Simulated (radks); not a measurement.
The numbers below are computed, except where a source is named.
Spherical jellium clusters: N electrons in a uniform positive sphere of charge N and radius rs N^(1/3), rs = 3.57 bohr. Level of theory: non-relativistic Kohn-Sham, exchange-only LDA, spin-polarised, spherical densities (a radial shooting solver with Libxc functionals). Levels are named by radial order and angular momentum (1s, 1p, 1d, 2s, ...), and open shells are averaged over m.

N = 19, configuration 1s2 1p6 1d10 2s(up 1, down 0). This is the lowest configuration that the search found. Occupied and some empty levels:

level    occupation  eigenvalue (eV)  <r> (bohr)
1s up             1          -5.1265       5.545
1s down           1          -4.8047       6.160
1p up             3          -3.9900       7.017
1p down           3          -3.8780       7.145
1d up             5          -2.7269       8.009
1d down           5          -2.6579       8.005
2s up             1          -2.5025       6.889
2s down           0          -1.9235       7.287
1f up             0          -1.3378       8.977
1f down           0          -1.2664       8.936
2p up             0         -0.96555       9.192
2p down           0         -0.73338       9.876

Energy (eV): total -18.7018, kinetic 38.748, external -1211.3, Hartree 594.12, exchange-correlation -58.986, background 618.71.
